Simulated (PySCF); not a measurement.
A geometry optimisation, step by step.

Species: [FeO4]- (charge -1 and doublet state).
Bonds: Fe1–O2, Fe1–O3, Fe1–O4, Fe1–O5.

Method: PBE0-D3(BJ)/def2-SVP geometry optimisation, gas phase in PySCF; unrestricted, density fitting, grid level 1; the optimiser is geomeTRIC in internal coordinates, started from a GFN2-xTB structure with every atom displaced at random (about 0.03 Å). The frame can shift and turn from step to step; on so coarse a grid that alone can change the energy by a few meV, and forces under 0.02 eV/Å are noise.

Step 0: E = -42545.5114 eV, largest atomic force 10.210 eV/Å
```
atom  x, y, z in Å  |  force x, y, z in eV/Å
Fe1     0.061   -0.076    0.013   -7.699   2.244  -0.832
O2      0.033   -0.097    1.527    0.068   0.095   4.616
O3      1.396    0.069   -0.509    9.688  -0.525  -3.182
O4     -0.618    1.241   -0.577   -1.117   0.782   0.460
O5     -0.796   -1.247   -0.515   -0.940  -2.596  -1.063
```

Step 1: E = -42546.4945 eV, largest atomic force 2.767 eV/Å
```
atom  x, y, z in Å  |  force x, y, z in eV/Å
Fe1     0.038   -0.024   -0.024   -2.685   0.599   0.292
O2      0.026   -0.064    1.548    0.038   0.141   0.777
O3      1.494   -0.042   -0.513    2.217   0.014  -0.954
O4     -0.716    1.306   -0.535    0.444  -0.483   0.186
O5     -0.767   -1.287   -0.539   -0.013  -0.271  -0.301
```

Step 2: E = -42546.5676 eV, largest atomic force 0.899 eV/Å
```
atom  x, y, z in Å  |  force x, y, z in eV/Å
Fe1     0.020   -0.030   -0.009   -0.839   0.323   0.008
O2      0.032   -0.045    1.580    0.019  -0.092  -0.059
O3      1.493   -0.030   -0.551    0.670  -0.062  -0.169
O4     -0.709    1.297   -0.517    0.077  -0.264   0.099
O5     -0.761   -1.302   -0.564    0.073   0.095   0.120
```

Step 3: E = -42546.5769 eV, largest atomic force 0.247 eV/Å
```
atom  x, y, z in Å  |  force x, y, z in eV/Å
Fe1     0.016   -0.023   -0.012   -0.234  -0.021   0.077
O2      0.033   -0.054    1.577    0.012  -0.020  -0.082
O3      1.502   -0.028   -0.553    0.179  -0.006  -0.047
O4     -0.718    1.293   -0.515   -0.001  -0.024   0.008
O5     -0.758   -1.299   -0.560    0.044   0.070   0.044
```

Step 4: E = -42546.5778 eV, largest atomic force 0.084 eV/Å
```
atom  x, y, z in Å  |  force x, y, z in eV/Å
Fe1     0.014   -0.021   -0.012   -0.029  -0.056   0.055
O2      0.036   -0.059    1.576    0.002   0.001  -0.041
O3      1.504   -0.024   -0.555    0.026   0.006  -0.014
O4     -0.724    1.292   -0.512   -0.014   0.024  -0.007
O5     -0.756   -1.299   -0.559    0.015   0.025   0.006
```

Step 5: E = -42546.5779 eV, largest atomic force 0.030 eV/Å
```
atom  x, y, z in Å  |  force x, y, z in eV/Å
Fe1     0.014   -0.021   -0.012    0.013  -0.019   0.019
O2      0.038   -0.062    1.575    0.001   0.000  -0.014
O3      1.504   -0.021   -0.557   -0.008   0.004  -0.001
O4     -0.727    1.292   -0.508   -0.007   0.012  -0.001
O5     -0.754   -1.298   -0.560    0.001   0.003  -0.003
```

**Question.** Summarise the path.

**Answer.** The energy falls by 102.91 kJ/mol from step 0 to step 5; nine tenths of that is first reached at step 1. It falls at every step. The largest force goes from 10.210 to 0.030 eV/Å. Among the bonds Fe1–O3 changes most, from 1.440 to 1.586 Å; the atoms move by 0.105 Å rms after alignment.

**Question.** Follow the three bonds and two angles with the largest change from start to end.

**Answer.** 
| step | E above end (kJ/mol) | largest force (eV/Å) | Fe1–O3 (Å) | Fe1–O2 (Å) | Fe1–O5 (Å) | O3–Fe1–O4 (°) | O3–Fe1–O5 (°) |
| --- | --- | --- | --- | --- | --- | --- | --- |
| 0 | 102.91 | 10.210 | 1.440 | 1.514 | 1.544 | 100.2 | 117.8 |
| 1 | 8.05 | 2.767 | 1.535 | 1.573 | 1.584 | 110.6 | 111.7 |
| 2 | 1.00 | 0.899 | 1.569 | 1.589 | 1.592 | 108.6 | 109.9 |
| 3 | 0.09 | 0.247 | 1.581 | 1.590 | 1.590 | 109.2 | 109.7 |
| 4 | 0.01 | 0.084 | 1.585 | 1.589 | 1.589 | 109.3 | 109.7 |
| 5 | 0.00 | 0.030 | 1.586 | 1.588 | 1.588 | 109.3 | 109.7 |

The cost below is that of the whole optimisation. Hardware: one thread of an Intel Xeon 6975P-C (shared host). Cost: 1.8 min wall, 0.38 GiB resident at most.
